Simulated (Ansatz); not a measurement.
`CC1=CC(C)=[O+][B-](C)(C)O1` + `C[B](F)[AlH2]` → `C[B](C)[AlH2]` + `CC1=CC(C)=[O+][B-](C)(F)O1`  (redistribution)

Gas-phase electronic energies from Ansatz, PBE0-D4/def2-TZVP geometries. CBS: MP2 limit from def2 TZ/QZ plus the TZ coupled-cluster correction, frozen cores. DFT in def2-TZVPP.

```tsv
level	ΔE (kJ/mol)	difference from CCSD(T)/CBS
BLYP-D4	-5.7	2.9
r2SCANh-D4	-15.4	-6.8
CAM-B3LYP-D4	-10.2	-1.6
ωB97X-V	-9.9	-1.3
LC-ωPBE	-11.6	-3.0
HF/def2-SVP	-26.6	-18.0
MP2/def2-SVP	-8.6	0.0
HF/def2-TZVPP	-21.3	-12.7
MP2/CBS(def2)	-5.5	3.1
CCSD/CBS(def2)	-11.0	-2.4
CCSD(T)/CBS	-8.6	0
```

Largest T1 diagnostic among the species: 0.016.

The D4 term adds +4.2 kJ/mol with B3LYP and +2.7 kJ/mol with PBE0; it sums over pairs of atoms, weighted by their polarisabilities, and B3LYP, whose exchange is more repulsive, gets the larger term. From PBE to PBE0 (25 % exact exchange), in def2-TZVPP and without D4, ΔE moves by −3.2 kJ/mol.

CCSD(T)/CBS has its own doubt, a few kJ/mol and more with outer-core shells, so smaller differences from it don't rank the levels.

B3LYP here is the variant with VWN-RPA as its local correlation; programs differ in this.
